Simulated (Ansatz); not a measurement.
Species: H3ClSi, SMILES `[SiH3]Cl` with one electron removed (charge 1, multiplicity 2).

**Question.** Give a relaxed geometry from r2SCAN-D4/def2-TZVP (Ansatz, a quantum-chemistry and plane-wave program).

**Answer.** the end point of this relaxation (outside a Z-matrix the atoms follow the SMILES, hydrogens last).
Bond lengths (Å): Si1–Cl2 1.986, Si1–H3 1.465, Si1–H4 1.563, Si1–H5 1.562. Bond angles (°): Cl2–Si1–H3 118.6, Cl2–Si1–H4 108.2, Cl2–Si1–H5 108.3, H3–Si1–H4 118.9, H3–Si1–H5 119.0, H4–Si1–H5 76.2.
